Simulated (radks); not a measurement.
The numbers below are computed, except where a source is named.
Dy3+, 63 electrons, occupied as [Xe] 4f8 5f1 (not the ground configuration). Level of theory: scalar-relativistic Kohn-Sham, Wu-Cohen GGA, spin-unpolarised, spherical densities, point nucleus (a radial shooting solver on a logarithmic mesh with Libxc functionals).

Local quantities along the radius. ELF = 1/(1 + alpha^2) is the electron localisation function; alpha = (tau - tau_W)/tau_unif compares the Pauli kinetic energy density with that of the uniform gas; -r V(r) is the screened charge that the Kohn-Sham potential presents (atomic units); s = |grad rho|/(2 (3 pi^2)^(1/3) rho^(4/3)) is the reduced gradient. tau is taken from the large components.

| r (bohr) | ELF | alpha | -r V(r) | s |
|---|---|---|---|---|
| 0.001649 | 0.999 | 0.02585 | 65.41 | 0.6820 |
| 0.002253 | 0.999 | 0.02871 | 65.17 | 0.6165 |
| 0.003078 | 0.999 | 0.03362 | 64.85 | 0.5763 |
| 0.004205 | 0.998 | 0.04215 | 64.42 | 0.5580 |
| 0.005745 | 0.997 | 0.05768 | 63.83 | 0.5604 |
| 0.007848 | 0.992 | 0.08826 | 63.06 | 0.5843 |
| 0.01072 | 0.976 | 0.1553 | 62.03 | 0.6306 |
| 0.01453 | 0.911 | 0.3124 | 60.75 | 0.6906 |
| 0.01985 | 0.668 | 0.7055 | 59.06 | 0.7232 |
| 0.02712 | 0.364 | 1.323 | 56.93 | 0.6003 |
| 0.03705 | 0.385 | 1.263 | 54.29 | 0.3465 |
| 0.05062 | 0.653 | 0.7288 | 51.11 | 0.2899 |
| 0.06915 | 0.735 | 0.6004 | 47.29 | 0.4087 |
| 0.09447 | 0.481 | 1.039 | 42.85 | 0.4889 |
| 0.1291 | 0.369 | 1.306 | 37.87 | 0.2723 |
| 0.1763 | 0.684 | 0.6791 | 32.60 | 0.2650 |
| 0.2389 | 0.666 | 0.7074 | 27.28 | 0.5137 |
| 0.3264 | 0.233 | 1.816 | 21.84 | 0.4417 |
| 0.446 | 0.598 | 0.8207 | 16.79 | 0.1816 |
| 0.6093 | 0.686 | 0.6771 | 12.25 | 0.4451 |
| 0.8323 | 0.363 | 1.324 | 8.796 | 0.6215 |
| 1.137 | 0.441 | 1.126 | 6.529 | 0.5155 |
| 1.553 | 0.658 | 0.7209 | 5.134 | 0.8214 |
| 2.122 | 0.275 | 1.622 | 4.268 | 1.696 |
| 2.899 | 0.006 | 12.87 | 3.729 | 1.939 |
| 3.929 | 0.008 | 11.10 | 3.696 | 0.8659 |
| 5.368 | 0.007 | 12.07 | 3.541 | 2.080 |
| 7.334 | 0.001 | 28.26 | 3.391 | 5.357 |
| 10.02 | 0.000 | 167.4 | 3.194 | 20.77 |

On this mesh the ELF has minima near r = 0.032, 0.11, 0.33, 0.97 bohr, which separate the shells, and maxima near 0.069 (0.74), 0.21 (0.74), 0.52 (0.72), 1.6 (0.66).
